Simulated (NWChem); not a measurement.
# CH4Te; SMILES C[TeH]

Results from NWChem. Structure relaxed at the PBE-D3(BJ)/def2-SVP level. def2 effective core potentials on Te; no spin-orbit coupling. Ions are spin-unrestricted doublets at the neutral geometry; other ion states weren't tried. Functional: LC-ωPBE (HJS hole) with def2-SVP; the question gives the range parameter ω in 1/bohr.

Task: Estimate the computed values for range parameter (1/bohr) 0.30. Quantities: vertical ionisation energy, ΔSCF (eV); −ε(HOMO) (eV).

Result: 
```
Quantity                               Result
-------------------------------------  ------
vertical ionisation energy, ΔSCF (eV)    8.35
−ε(HOMO) (eV)                            8.15
```
